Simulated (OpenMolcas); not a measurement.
## Co²⁺: the spin-orbit constant, worked from levels

```yaml
Program: OpenMolcas
Basis: ANO-RCC-VQZP [7s6p4d3f2g1h]
Scalar_Hamiltonian: DKH2, point nucleus
Active_space: 7 electrons in 5 orbitals (3d)
State_averaging: 2S+1 = 4 even, 10 roots; 2S+1 = 2 even, 40 roots
Spin-orbit_coupling: RASSI with atomic mean-field integrals over the reference wave functions, term energies averaged over their components
```

Methods: CASSCF; MS-CASPT2, IPEA 0.25 Eh, imaginary shift 0.1 Eh (closed shells correlated: 3s 3p). Measured levels: Sugar and Corliss, J. Phys. Chem. Ref. Data 10, 1097 (1981).

**The spin-orbit constant.** For the Hund term 4F of d7, E(J) = (A/2) J(J+1) + constant and ζ = -2S·A = -3A. From J = 3/2 to J = 9/2 the energy changes by 10.5 A.

```
   Source  E(9/2) - E(3/2)       A    ζ
   CASSCF          -1848.6  -176.1  528
MS-CASPT2          -1844.3  -175.6  527
 measured          -1866.8  -177.8  533
```

All in cm-1. MS-CASPT2 is off by -1.2 % and CASSCF by -1.0 %. Both methods take the spin-orbit matrix elements from the reference wave functions, so the second can move ζ only through the term energies and any multistate remixing. Second-order mixing with other terms is absorbed into this ζ.

CASPT2 breaks the degeneracy within a term, and the mean is taken; among the terms shown or strongly mixed into the levels shown the widest spread is 1200 cm-1 (3d7 4F, MS-CASPT2). Without dynamic correlation excited terms often stand tens of per cent too high (terms of higher spin than the ground term too low), and those without a measured partner can miss by more than the paired ones (holds for CASSCF). Computed and measured levels are paired by configuration, term and J; levels that our copy of the source lacks, or whose pairing is in doubt (as where it misses far off the trend of its configuration), stay unpaired and out of the deviations. Only configurations of the active space appear.
